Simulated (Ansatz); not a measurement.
Consider the formal hydrolysis of the Si–Se bond: `OP[SiH2][SeH]` + H₂O → `O[SiH2]PO` + H₂Se.

Computed with Ansatz on PBE0-D4/def2-TZVP structures; ΔE is electronic, products minus reactants. CBS: MP2 limit from def2 TZ/QZ plus the TZ coupled-cluster correction, frozen cores. This one scheme is used for every species. DFT in def2-TZVPP. B3LYP here is the variant with VWN-RPA as its local correlation; programs differ in this. For Se outer-core shells are correlated without core-valence functions, which leaves a few kJ/mol of doubt a bond. Scalar relativity is left out up to krypton. One conformer a species, not always the lowest.

```json
{"level": "BHLYP-D4", "ΔE (kcal/mol)": "-6.8", "difference from CCSD(T)/CBS": "-2.0"}
{"level": "CAM-B3LYP-D4", "ΔE (kcal/mol)": "-8.4", "difference from CCSD(T)/CBS": "-3.6"}
{"level": "ωB97X-V", "ΔE (kcal/mol)": "-6.9", "difference from CCSD(T)/CBS": "-2.1"}
{"level": "ωB97M-V", "ΔE (kcal/mol)": "-6.7", "difference from CCSD(T)/CBS": "-1.9"}
{"level": "r2SCAN", "ΔE (kcal/mol)": "-6.0", "difference from CCSD(T)/CBS": "-1.2"}
{"level": "B3LYP", "ΔE (kcal/mol)": "-7.8", "difference from CCSD(T)/CBS": "-3.0"}
{"level": "CAM-B3LYP", "ΔE (kcal/mol)": "-9.3", "difference from CCSD(T)/CBS": "-4.5"}
{"level": "LC-ωPBE", "ΔE (kcal/mol)": "-6.4", "difference from CCSD(T)/CBS": "-1.6"}
{"level": "HF/def2-QZVPP", "ΔE (kcal/mol)": "-9.7", "difference from CCSD(T)/CBS": "-4.9"}
{"level": "HF/CBS(def2)", "ΔE (kcal/mol)": "-9.7", "difference from CCSD(T)/CBS": "-4.9"}
{"level": "CCSD(T)/CBS", "ΔE (kcal/mol)": "-4.8", "difference from CCSD(T)/CBS": "0"}
```

Largest T1 diagnostic among the species: 0.013.

In def2-TZVPP, CCSD(T) changes the Hartree–Fock value by +3.2 kcal/mol (the triples alone add +0.6 kcal/mol) and MP2 by +4.3 kcal/mol. At CCSD(T), def2-SVP lies −2.8 kcal/mol from the extrapolated value and def2-TZVPP −1.6 kcal/mol.
